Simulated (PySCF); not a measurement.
Level of theory: PBE-D3(BJ)/def2-TZVP // CAM-B3LYP-D3(BJ)/def2-TZVP in PySCF. Gas-phase values, no solvent. Excitations are Tamm–Dancoff values on a coarser integration grid. The basis has no diffuse functions, so Rydberg states are missing or too high.

Reference species (SMILES): `N(B)=C=C` (neutral, multiplicity 1).

```
Item                    Value
-------------------  --------
S1 excitation (TDA)   4.65 eV
HOMO                 -6.01 eV
S1–T1 gap (TDA)       1.35 eV
```

After one change: the S1 excitation (TDA) increases by 1.56 eV; the HOMO falls by 0.04 eV; the S1–T1 gap (TDA) falls by 0.23 eV.

Question: Name the change that produced these shifts. The new species is one of these.
(A) `C=CB=N`
(B) `[H]/B=C/N=C`
(C) `B=NC=C`
(D) `NC1=CB1`

Answer: D, `NC1=CB1`
